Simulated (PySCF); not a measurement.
```xyz
5

Ti     0.0027    -0.0176    -0.0128
Cl    -1.9538     0.6314    -0.7645
F      0.9453     1.3578     0.4765
F     -0.2041    -1.0640     1.3587
F      0.8566    -0.8765    -1.2587
```

Charge 0, multiplicity 1.

Q: Give the Mulliken and meta-Löwdin atomic charges from TPSSh-D3(BJ)/def2-TZVP // TPSS-D3(BJ)/def2-SVP (PySCF 2.14.0).

A: 
```
atom  Mulliken (e)  meta-Löwdin (e)
----  ------------  ---------------
Ti1           1.54             1.53
Cl2          -0.33            -0.34
F3           -0.40            -0.40
F4           -0.40            -0.40
F5           -0.40            -0.40
```
